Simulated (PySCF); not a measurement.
SMILES C=Cc1cccc(SC)c1 (C9H10S) at its GFN2-xTB optimised geometry (Å):

```
20

C     -3.4311    -1.9178     0.0040
C     -2.1175    -1.7281    -0.0005
C     -1.4208    -0.4469     0.0000
C     -2.0826     0.7839     0.0005
C     -1.3633     1.9612    -0.0005
C      0.0225     1.9548    -0.0013
C      0.6926     0.7404     0.0000
S      2.4542     0.5780    -0.0001
C      3.0561     2.2902     0.0354
C     -0.0295    -0.4469     0.0000
H     -4.1393    -1.1071     0.0095
H     -3.8521    -2.9086     0.0036
H     -1.4634    -2.5916    -0.0048
H     -3.1601     0.8206     0.0012
H     -1.8830     2.9086    -0.0010
H      0.5558     2.8917    -0.0033
H      2.7354     2.8168    -0.8590
H      4.1393     2.2181     0.0512
H      2.7069     2.7883     0.9352
H      0.5114    -1.3822     0.0003
```

Computed with B3LYP/def2-SVP run with PySCF. Cells within 0.4 Å of a nucleus heavier than hydrogen are left out (blank, or x).

Map of the Laplacian of the electron density (e/bohr⁵), clipped to [-1.50, 1.50] on the plane z = 0.0 Å:

```
|55555555555555555555555555555|
|55555555555555555555555555555|
|55555555555555555555555555555|
|55555555555555555555555555555|
|55555555555555555555555555555|
|55555555555555555555555555555|
|55555555555555555555555555555|
|55555555554555545555555555555|
|55555555550455504555455555555|
|55555555553x44x25555xx2055555|
|55555555554x21x55555344455555|
|55555555552355325554355555555|
|555555501xx5555xx44x955555555|
|555555544xx5555xx46xx45555555|
|55555555552455335557355555555|
|55555555556x12x45555555555555|
|55555245552355225555555555555|
|555552255x3555505555555555555|
|555555xx1xx555555555555555555|
|55555515552255555555555555555|
|55555405554355555555555555555|
|55555545555555555555555555555|
|55555555555555555555555555555|
|55555555555555555555555555555|
|55555555555555555555555555555|
|55555555555555555555555555555|
|55555555555555555555555555555|
|55555555555555555555555555555|
|55555555555555555555555555555|
```
Scale: ten equal steps from -1.50 (start of '0') to 1.50 (end of '9'), in the order '0123456789'; x runs from -6.50 to 6.50, y from -6.50 (bottom) to 6.50 (top).
